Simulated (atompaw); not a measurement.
# cobalt: one change to a PAW (atompaw) potential, before and after

| Quantity | Value |
| --- | --- |
| Element | Co |
| Generator | atompaw 4.2.0.5 |
| Type | PAW |
| Functional | PBE |
| Relativity | scalar-relativistic |
| Frozen core | [Ne] |
| Valence charge | 17 |
| Reference configuration | 3s2 3p6 3d7 4s2 4p0 |
| Partial waves | 3s (bound): rc 0.90 bohr; 4s (bound): rc 1.45 bohr; 3p (bound): rc 0.95 bohr; 4p (bound, empty): rc 1.45 bohr; 3d (bound): rc 1.45 bohr; 3d channel at 0.65 Ry: rc 1.45 bohr |
| Local potential | bessel scheme, radius 1.25 bohr |
| Core correction | smooth core density matched at 1.20 bohr |
| Augmentation charge | sinc compensation charge, radius 1.30 bohr; PAW radius 1.45 bohr; waves and projectors: custom polynom gramschmidtortho |

Change: wave 3s (bound): rc 0.90 bohr becomes 3s (bound): rc 1.08 bohr.

Cutoffs: the cutoffs (Ry, on a coarse ladder) from which the occupation-weighted sum of valence levels, in a spherical-Bessel basis at the reference potential, stays within 10 and 1 mRy of its value at 400 Ry; they do not see the model core or the augmentation charge, which bear on the density cutoff.

**Question.** What does the change do?

**Answer.** The potential gets softer (90 Ry and 160 Ry → 80 Ry and 140 Ry); neither file shows a bound ghost.

```tsv
quantity	base	changed
cutoff, loose	90 Ry	80 Ry
cutoff, tight	160 Ry	140 Ry
loose cutoff by channel (10 mRy a level)	s 55 Ry, p 70 Ry, d 40 Ry	s 35 Ry, p 70 Ry, d 40 Ry
bound ghosts	none	none
s: phases at 1.45 bohr within 0.05 rad from the reference energy up to (Ry; the scan ends near 5)	to the end of the scan	to the end of the scan
p: phases at 1.45 bohr within 0.05 rad from the reference energy up to (Ry; the scan ends near 5)	to the end of the scan	to the end of the scan
d: phases at 1.45 bohr within 0.05 rad from the reference energy up to (Ry; the scan ends near 5)	to the end of the scan	to the end of the scan
lowest overlap eigenvalue by channel	s 0.77, p 0.52, d 0.95	s 0.70, p 0.52, d 0.95
```

 The cutoffs see the waves, projectors and local potential, not the compensation charge or the core.
